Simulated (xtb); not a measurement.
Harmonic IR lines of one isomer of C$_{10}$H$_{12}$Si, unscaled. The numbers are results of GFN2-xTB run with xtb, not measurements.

```tsv
wavenumber (cm⁻¹)	relative intensity
532	6.2
546	15
565	13
602	3.2
767	30
779	41
789	39
801	100
811	6.5
878	7.0
1158	7.2
2239	89
2248	64
2259	64
3048	10
3058	11
3074	23
3101	7.1
3128	22
```

Which structure gives these lines?
A) `C=C/C=C/c1cccc([SiH3])c1`
B) `C=C/C([SiH3])=C/c1ccccc1`
C) `C=C/C=C/c1ccc([SiH3])cc1`
D) `C=CC(=C)c1ccc([SiH3])cc1`

D, `C=CC(=C)c1ccc([SiH3])cc1`
